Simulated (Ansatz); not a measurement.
Si3Te, relaxed as a triplet with UKS PBE-D4/def2-SVP in Ansatz, starting from the PBE-D4/def2-SVP geometry of the neutral singlet. Force threshold 0.02 eV/Å.

In the def2 sets Te takes a core potential; there is no spin–orbit coupling. The relaxation made no stability test and no search for a lower SCF solution. At PBE-D4/def2-SVP a singlet of charge 0 lies 0.59 eV below the triplet, each at its own geometry. The structure comes from a short search, and lower isomers may exist.

Start:

```xyz
4

Si   -1.686    0.141    1.083
Si    0.538   -0.382    1.022
Si   -0.659    0.393   -0.944
Te    1.808   -0.152   -1.161
```

| step | energy (eV) | largest force component (eV/Å) | SCF passes |
| --- | --- | --- | --- |
| 1 | -30904.9795 | 1.237 | 18 |
| 2 | -30905.1168 | 0.447 | 22 |
| 3 | -30905.1384 | 0.129 | 23 |
| 4 | -30905.1398 | 0.028 | 25 |
| 5 | -30905.1410 | 0.054 | 25 |
| 6 | -30905.2196 | 0.297 | 27 |
| 7 | -30905.3626 | 0.435 | 27 |
| 8 | -30905.4919 | 0.337 | 28 |
| 9 | -30905.5041 | 0.072 | 23 |
| 10 (rejected) | -30905.4921 | 0.147 | 21 |
| 11 | -30905.5057 | 0.015 | 23 |

Force components are those of the run's own axes.

End:

Cartesian coordinates in Å:
```
Si -1.628 -0.246 0.895
Si 0.689 -0.075 1.211
Si -0.636 0.783 -0.964
Te 1.575 -0.463 -1.142
```

By distances, no bond broke or formed. The bond that changes most is Si2–Si3, from 2.43 to 2.69 Å (atoms count from 1).

No frequencies were taken in this run, so the end may be a saddle point.

Hardware: 4 threads of Arm Neoverse V1 on a shared host. Wall time 11 s.
